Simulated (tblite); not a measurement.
C₄H₁₀PSi (doublet state).
Geometry (GFN2-xTB, Å), atoms numbered from 1 in this order:
```
atom  x, y, z in Å
C1    -1.2523   -1.3115    0.0406
C2    -1.4098    0.1257   -0.3827
C3    -0.4407    0.7317   -1.3418
C4    -0.4451    1.1756    0.0999
Si5    1.0311    0.7731    1.2096
P6     2.4831   -0.6072    0.2086
H7    -0.2027   -1.6015    0.0223
H8    -1.7995   -1.9677   -0.6350
H9    -1.6381   -1.4584    1.0487
H10   -2.4461    0.4338   -0.4763
H11    0.3873    0.1191   -1.6735
H12   -0.7979    1.4204   -2.0936
H13   -0.8813    2.1501    0.2886
H14    1.7088    2.0584    1.4808
H15    2.1687   -1.7437    0.9372
H16    3.5268   -0.2889    1.0576
```

Computed with GFN2-xTB (tblite): harmonic, unscaled wavenumbers at the GFN2-xTB geometry, gas phase. Against measured fundamentals such values can be off by several per cent, at times by over 20. Modes of hydrogen on phosphorus and silicon can be 10 to 20 % off. One conformer, not necessarily the lowest. Open shells enter through the occupations alone, without spin polarisation, and single modes of such species can be off by tens of per cent.

Harmonic wavenumbers (cm⁻¹): 27.3, 108.3, 137.4, 149.5, 215.4, 259.0, 381.6, 405.3, 445.3, 482.4, 597.1, 665.9, 700.7, 729.5, 832.6, 870.3, 920.4, 953.9, 1036.3, 1053.7, 1066.2, 1085.4, 1113.9, 1148.0, 1166.5, 1224.5, 1290.4, 1395.7, 1416.1, 1471.2, 1483.7, 1495.5, 2122.2, 2288.0, 2383.7, 3010.2, 3011.5, 3020.1, 3021.4, 3029.8, 3059.1, 3081.7.

A = 3385, B = 1483, C = 1317 MHz; mass 117.029 u (most abundant isotopes); point group C1, symmetry number 1; spin multiplicity 2.

**Question.** What is the zero-point energy?

**Answer.** ½Σν̃ = 27178 cm⁻¹ = 77.71 kcal/mol.

**Question.** What is S at 298.15 K and 1 bar for an ideal gas of classical rigid rotors and harmonic oscillators?

**Answer.** Translation 40.21, rotation 28.28, vibration 24.54, spin (R ln 2) 1.38: S = 94.4 cal/(mol K).

**Question.** And Cp and H(298.15 K) − H(0)?

**Answer.** Cp = 33.27 cal/(mol K), of which vibrations give 25.32 (their classical limit is 42 R = 83.5); H(298.15 K) − H(0) = 6.15 kcal/mol without the zero-point energy, 3.78 from vibrations.

**Question.** How do the functions run with temperature in this model?

**Answer.** 
```
T (K)  S (cal/(mol K))  Cp (cal/(mol K))  H − H(0) (kcal/mol)  G − H(0) (kcal/mol)  ln q(vib)
  150             76.4              20.8                 2.16                -9.30       2.79
  250             88.9              29.1                 4.65               -17.58       4.94
  400            105.4              41.5                 9.97               -32.18       8.15
  600            124.8              54.2                19.62               -55.24      12.37
  900            149.2              66.4                37.85               -96.46      18.36
```

q(vib) and H(0) count from the zero-point level.

**Question.** What must be added to the electronic energy to get the Gibbs energy at 298.15 K and 1 bar?

**Answer.** ZPE + [H(298.15 K) − H(0)] − T·S = 77.71 + 6.15 − 28.15 = 55.71 kcal/mol.

**Question.** Which modes carry the vibrational entropy at 298.15 K?

**Answer.** 27.3 cm⁻¹: 6.02; 108.3 cm⁻¹: 3.30; 137.4 cm⁻¹: 2.84; 149.5 cm⁻¹: 2.68; 215.4 cm⁻¹: 2.00; 259.0 cm⁻¹: 1.67 cal/(mol K); the other 36 give 6.04 together.

**Question.** Blend soft modes into free rotors: weight 1/[1 + (100 cm⁻¹/ν̃)⁴] for the oscillator and the rest for a rotor with moment μB/(μ + B), μ = h/(8π²ν), B = 10⁻⁴⁴ kg m². What vibrational entropy results?

**Answer.** 22.38 cal/(mol K) in place of 24.54, which changes −T·S at 298.15 K by +0.65 kcal/mol.

Hindered rotation and anharmonicity are outside this model. Other conformers, if any are populated, would add a mixing term that is left out. The structure is chiral; the term R ln 2 for an equal mix with its mirror image is left out.
